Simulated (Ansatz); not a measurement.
Ansatz (a first-principles code) input (CCSD(T,full)/cc-pwCVTZ):
A basis named .json is the Basis Set Exchange file of that set.

Ansatz 0.2 input:
```yaml
crystal:
  periodic: [false, false, false]
  atoms:
    - {symbol: H, position_ang: [-0.00000000, -0.00000000, -1.88531576]}
    - {symbol: B, position_ang: [-0.00000000, -0.00000000, -0.71513832]}
    - {symbol: O, position_ang: [0.00000000, 0.00000000, 0.49908626]}
    - {symbol: H, position_ang: [0.00000000, 0.00000000, 1.46831730]}
basis:
  gaussian:
    orbitals: cc-pwCVTZ.json
total_charge: 1
magnetization: {spin_polarized: false}
correlation: {method: ccsd_t, frozen_orbitals: {B: 0, H: 0, O: 0}}
```

Output:

```
Functional definition: HF
integrals: 0.16 GiB planned
674 factors; integrals over basis functions are off by at most 1.4e-3 eV
mean field: 0.20 GiB planned
mean field evaluation 1: about -2727.6317 eV, gradient 6.6e1 eV
mean field evaluation 2: about -2727.6331 eV, gradient 6.6e1 eV
mean field evaluation 4: about -2734.4386 eV, gradient 3.0e0 eV
mean field evaluation 8: about -2734.4649 eV, gradient 7.7e-2 eV
mean field evaluation 16: about -2734.4632 eV, gradient 5.8e-1 eV
mean field -2734.46491551 eV, -100.4897321582 hartree, gradient 2.3e-6 eV, S^2 0.000000; 0 other end points of the search recorded, 0 dependent functions left out
reference -2734.46491551 eV, -100.4897321582 hartree; 7, 7 occupied and 107, 107 virtual orbitals, 674 factors
second order -11.17531819 eV of doubles, -0.00000000 eV of singles
coupled cluster: 0.45 GiB planned
cycle   1  -11.25750366 eV  change   -8.2e-2 eV  update   6.9e-2
cycle   2  -11.49267064 eV  change   -2.4e-1 eV  update   2.0e-2
cycle   3  -11.55672109 eV  change   -6.4e-2 eV  update   1.2e-2
cycle   4  -11.54320064 eV  change    1.4e-2 eV  update   2.5e-3
cycle   5  -11.54372615 eV  change   -5.3e-4 eV  update   1.0e-3
cycle   6  -11.54386986 eV  change   -1.4e-4 eV  update   1.7e-4
cycle   7  -11.54380167 eV  change    6.8e-5 eV  update   3.7e-5
cycle   8  -11.54379171 eV  change    1.0e-5 eV  update   1.0e-5
perturbative correction -0.34088073 eV, -0.0125271357 hartree
Total energy: -2746.34958795 eV, -100.9264858145 hartree
```

It need not be the lowest isomer of its formula.
